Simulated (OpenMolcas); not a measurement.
A calculation on Ag VIII.

- Program: OpenMolcas
- Method: CASSCF
- Basis: ANO-RCC-VQZP [8s7p5d3f2g1h]
- Scalar Hamiltonian: DKH2, point nucleus
- Active space: 4 electrons in 10 orbitals (4d 5d)
- State averaging: 2S+1 = 5 even, 5 roots; 2S+1 = 3 even, 45 roots; 2S+1 = 1 even, 49 roots
- Spin-orbit coupling: RASSI with atomic mean-field integrals over the reference wave functions, term energies averaged over their components

Problem. Which level of the active space comes out lowest?

Solution. 4d⁴ ⁵D₀, with 95 % of that term; it is also the measured ground level.

Problem. How high does 4d⁴ ³P₂(1) lie?

Solution. 35884 cm⁻¹ above the lowest level; measured 32134 cm⁻¹ above the ground level, so the calculation is off by +12 %.

Problem. How high does 4d⁴ ³P₀(1) lie?

Solution. 24978 cm⁻¹ above the lowest level; measured 21309 cm⁻¹ above the ground level, so the calculation is off by +17 %.

Problem. How high does 4d⁴ ³H₆ lie?

Solution. 30410 cm⁻¹ above the lowest level; measured 28185 cm⁻¹ above the ground level, so the calculation is off by +8 %.

Problem. The level at 30698 cm⁻¹ has J = 3. What is it made of, and what is its g factor?

Solution. 49 % 4d⁴ ³G₃, 49 % 4d⁴ ³F(1); g = 0.922, against 0.749 from Landé's formula for the pure leading term.

Measured values: Atoms 5, 11 (2017), spectra Ag VII to Ag IX.

Without dynamic correlation excited terms often stand tens of per cent too high (terms of higher spin than the ground term too low), and those without a measured partner can miss by more than the paired ones. Active for correlation alone: 5d; no level in the range computed is led by a configuration that fills it, so any true level of that kind is missing. Measured partners are found by configuration, term and J. A level has none where our copy of the source lacks it or the pairing is in doubt (some pairs that miss far off the trend of their configuration count as doubtful), and it then counts in no deviation. Only configurations of the active space appear.

A number in round brackets counts repeated terms of one configuration in the order of the reference energies.
